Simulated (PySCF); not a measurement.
A GIAO shielding run with PySCF (density fitting, non-relativistic, gas phase) on `F[C@@H]1C[Si@H](O[SiH3])C[SiH2]1`, C$_{3}$H$_{11}$FOSi$_{3}$:

```
$ OMP_NUM_THREADS=1 python probes_run.py task.json out

{"job": {"kind": "nmr", "xc": "PBE0", "basis": "pcSseg-1"}, "charge": 0, "multiplicity": 1}
F      0.333248    -1.734814    -0.861277
C      1.256203    -1.228755     0.061776
C      0.550976    -1.034522     1.400890
Si    -0.474997     0.572397     1.332312
O     -1.865273     0.368987     0.528191
Si    -2.648323    -0.164204    -0.799566
C      0.726585     1.661644     0.326014
Si     1.870295     0.469296    -0.616590
H      2.025562    -2.006874     0.127227
H     -0.051226    -1.915063     1.628317
H      1.316270    -0.959833     2.173647
H     -0.905812     1.075648     2.633265
H     -2.617921    -1.621534    -0.803021
H     -3.992727     0.373179    -0.596856
H     -1.996685     0.407522    -1.977213
H      1.304487     2.306680     0.983389
H      0.184764     2.320222    -0.348295
H      1.691275     0.479694    -2.068104
H      3.283498     0.639579    -0.248884
```

Hardware: 1 thread of an Arm Neoverse N1, shared host. The job also computes population analyses, field gradients, ring-centre shieldings.

(1) How large is the calculation?

(2) How long does it take, and how much memory does it need?

## Answers

(1) 88 electrons, 212 basis functions and 1172 auxiliary functions.

(2) 80 s of wall time, with 14 SCF cycles and 4 response iterations; peak memory 1 GiB. Times on a shared host scatter by some tens of per cent.
